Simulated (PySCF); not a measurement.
AsH5Si, SMILES [SiH3][AsH2]. Heavy atoms are numbered as in [SiH3:1][AsH2:2]. Hydrogens are named by the atom that carries them.

Coordinates come from a PBE0-D3(BJ)/def2-TZVP optimisation.

Level of theory: PySCF with PBE/pcSseg-2.

GIAO shieldings, no solvent; atoms alike by connectivity are averaged. δ = σ(ref) − σ: ²⁹Si against TMS (σ = 324.1 ppm); ⁷⁵As against AsH3 (σ = 1880.9 ppm); ¹H against TMS (σ = 31.47 ppm), references at their B3LYP-D3(BJ)/def2-TZVP geometries, non-relativistic.

Question: Estimate the chemical shifts. (An estimate is asked for; the answer gives what the named calculation found.)

Answer: 
| nucleus | atoms | count | δ (ppm) |
|---|---|---|---|
| ²⁹Si | Si1 (SiH3) | 1 | -84.7 |
| ⁷⁵As | As2 (AsH2) | 1 | -45.7 |
| ¹H | H on Si1 | 3 | 4.38 |
| ¹H | H on As2 | 2 | 2.20 |
